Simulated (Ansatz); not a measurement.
```yaml
crystal:
  periodic: [false, false, false]
  atoms:
    - {symbol: O, position_ang: [1.191143, -1.579454, 0.963117]}
    - {symbol: C, position_ang: [0.502375, -0.750084, 0.548217]}
    - {symbol: B, position_ang: [0.049782, 0.651071, 0.590040]}
    - {symbol: C, position_ang: [0.201159, -0.235822, -0.714940]}
    - {symbol: O, position_ang: [-1.008604, 0.455993, -0.449733]}
    - {symbol: H, position_ang: [0.289564, 1.711416, 0.915652]}
    - {symbol: H, position_ang: [0.536466, -0.163476, -1.693880]}
    - {symbol: H, position_ang: [-1.673372, -0.144460, -0.212038]}
basis:
  gaussian: {orbitals: def2-TZVP}
hamiltonian: {xc: {name: PBEsol}, dispersion: d3bjatm}
accuracy: high
```

```sh
$ ansatz run in.yaml --threads 2 --pin off --events-out ev --progress --plain --max-ram 4352MiB
```

Shortened log:

```
Functional definition: PBEsol
3060 factors; integrals over basis functions are off by at most 3.6e-9 eV
mean field evaluation 1: about -6849.6465 eV, gradient 6.6e1 eV
mean field evaluation 2: about -6796.2178 eV, gradient 1.4e2 eV
mean field evaluation 4: about -6858.2867 eV, gradient 1.2e1 eV
mean field evaluation 8: about -6858.6831 eV, gradient 7.3e-1 eV
mean field evaluation 16: about -6858.6807 eV, gradient 2.2e-4 eV
mean field -6858.68068071 eV, -252.0518660354 hartree, gradient 1.6e-8 eV, S^2 0.000000; 0 other end points of the search recorded, 0 dependent functions left out
reference -6858.68068432 eV, -252.0518661679 hartree; 18, 18 occupied and 155, 155 virtual orbitals, 3060 factors
Total energy: -6858.72787815 eV, -252.0536005091 hartree
```

It took 10 s on 2 threads of an Intel Xeon Platinum 8488C on a shared host, with 0.7 GiB of host memory at the peak.
